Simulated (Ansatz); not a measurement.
dichloromethane (CH$_{2}$Cl$_{2}$), singlet, at a GFN2-xTB geometry. Base run: B3LYP/6-311G** (Ansatz, an electronic-structure program).

Geometry (Å):
```xyz
5

C     -0.0128     0.0058     0.7809
Cl     0.0259     1.4601    -0.2299
Cl    -0.0187    -1.4633    -0.2091
H     -0.9257     0.0239     1.3741
H      0.8802    -0.0034     1.4038
```
All else is at Ansatz's defaults.

The base run was repeated with changes; each row names its change, and settings that it needs were set with it.

```json
[
 {"change": "base", "basis functions": "84", "E (Eh)": "-959.76697"},
 {"change": "basis = ANO-RCC-VDZP; relativity = spin-free X2C", "basis functions": "60", "E (Eh)": "-962.64097"},
 {"change": "basis = ANO-RCC-VDZP; relativity = spin-free X2C; nucleus = Gaussian", "basis functions": "60", "E (Eh)": "-962.63998"},
 {"change": "basis = jorge-DZP-DKH; relativity = spin-free X2C", "basis functions": "73", "E (Eh)": "-962.60799"},
 {"change": "basis = jorge-DZP-DKH; relativity = spin-free X2C; nucleus = Gaussian", "basis functions": "73", "E (Eh)": "-962.60703"},
 {"change": "basis = ANO-RCC-VDZP; relativity = none", "basis functions": "60", "E (Eh)": "-959.01697"},
 {"change": "basis = x2c-SVPall; relativity = none", "basis functions": "60", "E (Eh)": "-959.04594"},
 {"change": "basis = x2c-SVPall; relativity = spin-free X2C; nucleus = Gaussian", "basis functions": "60", "E (Eh)": "-962.22593"},
 {"change": "basis = jorge-DZP-DKH; relativity = none", "basis functions": "73", "E (Eh)": "-959.32931"},
 {"change": "basis = x2c-SVPall; relativity = spin-free X2C", "basis functions": "60", "E (Eh)": "-962.22679"}
]
```

Total energies compare only within one method and basis.

Ansatz warned in this series: the basis is contracted for relativity, which the run leaves out.

Basis sets contracted for a relativistic Hamiltonian are a mismatch without it, so the rows without relativity aren't non-relativistic limits. No row has spin-orbit coupling; sets with core potentials leave out the core electrons.
